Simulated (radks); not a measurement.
Species: Cd6+. Configuration: [Kr] 4d6.

Calculated with a radial shooting solver on a logarithmic mesh with Libxc functionals: scalar-relativistic Kohn-Sham, LDA (Slater exchange, Perdew-Wang correlation), spin-polarised, spherical densities, finite nucleus; open shells are filled with parallel spins first (spin-orbit coupling, left out, can overturn this in heavy ions); Fermi nuclear charge, rms radius 4.6087 fm.

Energy parts (hartree):
total: -5579.28957
kinetic: 5804.51068
electron-nucleus: -13345.73124
Hartree: 2107.90928
exchange-correlation: -145.97830

Orbitals (lengths in bohr, moments of r in powers of bohr; <r^-3> diverges for s and p1/2; r(max) is where P^2 peaks):
orbital  occ.  eigenvalue (hartree)     <r^2>   r(max)      <r^4>  <r^-3>
1s up       1             -977.1816  0.001252  0.01970  4.078e-06       -
1s down     1             -977.1807  0.001252  0.01970  4.078e-06       -
2s up       1             -148.2319   0.02047   0.1114  0.0007196       -
2s down     1             -148.1930   0.02047   0.1113  0.0007194       -
2p up       3             -133.4676   0.01612  0.08901  0.0005156    4063
2p down     3             -133.4368   0.01612  0.08900  0.0005154    4064
3s up       1             -30.52863    0.1472   0.3241    0.03318       -
3s down     1             -30.50161    0.1471   0.3242    0.03308       -
3p up       3             -25.68702    0.1483   0.3172    0.03527   736.3
3p down     3             -25.65777    0.1481   0.3172    0.03513   736.5
3d up       5             -18.09449    0.1332   0.2651    0.03301   101.1
3d down     5             -18.05599    0.1329   0.2653    0.03283   101.1
4s up       1              -7.37095    0.8338   0.7887      1.020       -
4s down     1              -7.23260    0.8328   0.7871      1.020       -
4p up       3              -5.89788    0.9673   0.8332      1.410   136.9
4p down     3              -5.75832    0.9688   0.8316      1.421   137.3
4d up       5              -3.71077     1.341   0.9288      2.910   14.07
4d down     1              -3.57564     1.360   0.9285      3.026   13.98

The highest occupied level is 4d down at -97.298 eV. Summed over all electrons, <r^2> = 18.19 bohr^2, which gives a Langevin (diamagnetic) susceptibility term of -14.4 x 10^-6 cm^3/mol. For comparison, the ionisation energy in NIST's Atomic Spectra Database is 105 eV (theoretical). In exact Kohn-Sham theory the highest level is minus the ionisation energy, but local and semilocal functionals leave it too shallow, through self-interaction and a potential that decays too fast; potentials with the right tail come closer. Spin moment in Bohr magnetons: 4. The electron density at the nucleus is 1.63e+05 e/bohr^3 (large components only).
